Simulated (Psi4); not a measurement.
The Psi4 input:
```
memory 2 GB

molecule {
0 1
  C    -0.74978598    1.59672421   -0.36729719
  Si    0.16935212    0.11507053    0.39960080
  C     1.63470173   -0.41130752   -0.69768298
  C    -1.02145525   -1.34456870    0.68211767
  Cl    0.90913523    0.69442496    2.21566147
  H    -1.16721741    1.34294873   -1.33670467
  H    -1.56785901    1.92573043    0.26713269
  H    -0.08529637    2.44461056   -0.50725592
  H     2.17557152   -1.24608658   -0.26096019
  H     1.29949050   -0.71684066   -1.68389433
  H     2.34259872    0.40224793   -0.82832830
  H    -1.44967120   -1.69118153   -0.25323206
  H    -1.84256222   -1.06385757    1.33557630
  H    -0.51238124   -2.18640934    1.14272773
}

set basis def2-tzvpd

energy('m06-2x')
print_variables()
```

Problem. Give the dipole moment at the level Psi4 with M06-2X/def2-TZVPD.

Solution. 1.92 D

Problem. What is the computed total energy (M06-2X/def2-TZVPD)?

Solution. -869.4918 Eh

Problem. What is the computed nuclear repulsion energy (M06-2X/def2-TZVPD)?

Solution. 298.1067 Eh

Problem. What is the computed number of basis functions (M06-2X/def2-TZVPD)?

Solution. 281
